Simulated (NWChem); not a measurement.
System meant: C2H2F3, doublet; SMILES FC[C](F)F

NWChem input:

```
start job
memory heap 200 mb stack 900 mb global 1100 mb
geometry units angstroms noautoz
  F     -1.458780     0.089502     0.981065
  C     -1.031377    -0.203845    -0.317809
  C      0.440923    -0.075121    -0.476156
  F      0.959552     1.153115    -0.393075
  F      1.203262    -0.961322     0.170056
  H     -1.324845    -1.246238    -0.565648
  H     -1.527970     0.494054    -1.025113
end
basis spherical
  * library def2-svp
end
dft
  odft
  mult 3
  xc b3lyp
  iterations 150
  mulliken
end
task dft energy
```

End of the output:

```
 Summary of "ao basis" -> "" (spherical)
 ------------------------------------------------------------------------------
       Tag                 Description            Shells   Functions and Types
 ---------------- ------------------------------  ------  ---------------------
 *                          def2-svp                  on all atoms

                                 NWChem DFT Module
                                 -----------------

 Summary of "ao basis" -> "ao basis" (spherical)
 ------------------------------------------------------------------------------
       Tag                 Description            Shells   Functions and Types
 ---------------- ------------------------------  ------  ---------------------
 F                          def2-svp                 6       14   3s2p1d
 C                          def2-svp                 6       14   3s2p1d
 H                          def2-svp                 3        5   2s1p

 Summary of "ao basis" -> "ao basis" (spherical)
 ------------------------------------------------------------------------------
       Tag                 Description            Shells   Functions and Types
 ---------------- ------------------------------  ------  ---------------------
 F                          def2-svp                 6       14   3s2p1d
 C                          def2-svp                 6       14   3s2p1d
 H                          def2-svp                 3        5   2s1p

  number of electrons :                   41
  multiplicity        :                    3
 ------------------------------------------------------------------------
  no. of electrons and multiplicity not compatible                  41
 ------------------------------------------------------------------------
 ------------------------------------------------------------------------
  current input line :
    22: task dft energy
 ------------------------------------------------------------------------
 ------------------------------------------------------------------------
 There is an error in the input file
 ------------------------------------------------------------------------
 For more information see the NWChem manual at https://nwchemgit.github.io

0: no. of electrons and multiplicity not compatible:Received an Error in Communication
```

**Question.** Can this run be used? If not, why, and what is the fix?

**Answer.** The input was rejected before any calculation. Cause: the multiplicity doesn't fit the number of electrons (an even count wants an odd multiplicity, and the reverse). This input runs:
```
start job
memory heap 200 mb stack 900 mb global 1100 mb
geometry units angstroms noautoz
  F     -1.458780     0.089502     0.981065
  C     -1.031377    -0.203845    -0.317809
  C      0.440923    -0.075121    -0.476156
  F      0.959552     1.153115    -0.393075
  F      1.203262    -0.961322     0.170056
  H     -1.324845    -1.246238    -0.565648
  H     -1.527970     0.494054    -1.025113
end
basis spherical
  * library def2-svp
end
dft
  odft
  mult 2
  xc b3lyp
  iterations 150
  mulliken
end
task dft energy
```
It converges to -376.57512 Ha (B3LYP/def2-SVP, spin-unrestricted).
